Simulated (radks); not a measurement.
Question: The mean radii <r> (bohr) of the occupied orbitals of an atom or ion are listed with their occupations. Calculated with a radial shooting solver on a logarithmic mesh with Libxc functionals: scalar-relativistic Kohn-Sham, LB94 model potential, spin-polarised, spherical densities, finite nucleus; Fermi nuclear charge, rms radius of each element as measured or else 0.836 A^(1/3) + 0.57 fm.

| orbital | occ. | <r> |
|---|---|---|
| 1s down | 1 | 0.02607 |
| 1s up | 1 | 0.02607 |
| 2s up | 1 | 0.1114 |
| 2s down | 1 | 0.1113 |
| 2p down | 3 | 0.09739 |
| 2p up | 3 | 0.09749 |
| 3s up | 1 | 0.2862 |
| 3s down | 1 | 0.2868 |
| 3p up | 3 | 0.2810 |
| 3p down | 3 | 0.2817 |
| 3d up | 5 | 0.2525 |
| 3d down | 1 | 0.2527 |

Name the element and its charge. Open shells, if any, are filled with parallel spins first.

Answer: Z = 55, caesium, charge +31: Cs31+ in [Ar] 3d6. The 1s radius gives Z: for a bare nucleus <r> = (2 gamma + 1)/(2Z) with gamma = sqrt(1 - (Z/c)^2), 0.02574 bohr for Z = 55, and screening makes it slightly larger (0.02607 here). The occupations add up to 24, and the charge is Z minus that.
